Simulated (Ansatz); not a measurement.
`C[CH2][Sn][NH2]` + H₂ → `[CH3][Sn][NH2]` + CH₄ at 600 K and 1 bar (hydrogenolysis of a C–C bond).

Isolated molecules relaxed with PBE0-D4/def2-TZVP in Ansatz; ΔE leaves out vibrations. CCSD(T)/CBS is the MP2 limit (def2-TZVPP, def2-QZVPP) plus CCSD(T) − MP2 in def2-TZVPP, frozen cores. This one scheme is used for every species. def2 core potentials past Kr. For Sn outer-core shells are correlated without core-valence functions, which leaves a few kJ/mol of doubt a bond. Each species was taken in one conformer, which may not be the lowest.

| species | CCSD(T)/CBS energy (Eh) | H − E (kJ/mol) | S (J/(mol·K)) |
| --- | --- | --- | --- |
| `C[CH2][Sn][NH2]` | -349.05917 | 293.8 | 441.8 |
| H₂ | -1.17544 | 43.9 | 150.8 |
| `[CH3][Sn][NH2]` | -309.80337 | 205.4 | 398.8 |
| CH₄ | -40.46206 | 140.4 | 215.7 |

H − E and S are ideal-gas, rigid-rotor, harmonic terms from PBE0-D4/def2-TZVP, for one conformer and one mirror image of each species. The MP2-based limit puts H₂ 0.8 mEh under its directly extrapolated value; such offsets cancel only in part. 1 Eh = 2625.50 kJ/mol, R = 8.31446 J/(mol·K).

Question: By hand: ΔE, ΔH, ΔS and ΔG.

Answer: ΔE = (-309.80337) + (-40.46206) − (-349.05917) − (-1.17544) = -0.03082 Eh = -80.9 kJ/mol. Δ(H − E) = 205.4 + 140.4 − 293.8 − 43.9 = 8.1, so ΔH = -72.8 kJ/mol. ΔS = 398.8 + 215.7 − 441.8 − 150.8 = 21.9 J/(mol·K). ΔG = -72.8 − 600 × (21.9)/1000 = -85.9 kJ/mol.

Question: By hand: the equilibrium constant, and the temperature at which ΔG would vanish if ΔH and ΔS stayed fixed.

Answer: log₁₀ K = −ΔG/(RT ln 10) = 7.5. ΔH and −TΔS have one sign here, so there is no such temperature.

ΔH outweighs TΔS. A doubt of 5 kJ/mol in ΔE shifts log₁₀ K by 0.4 here. Other conformers and mirror images would add mixing entropy, several J/(mol·K) or more a flexible species. Modes under 60 cm⁻¹, often nearly free rotors, make the harmonic entropy too high. These are equilibria of isolated gas molecules and say nothing of rates. Largest T1 diagnostic: 0.016 (customary marks: 0.02 for closed shells, 0.045 for open ones).
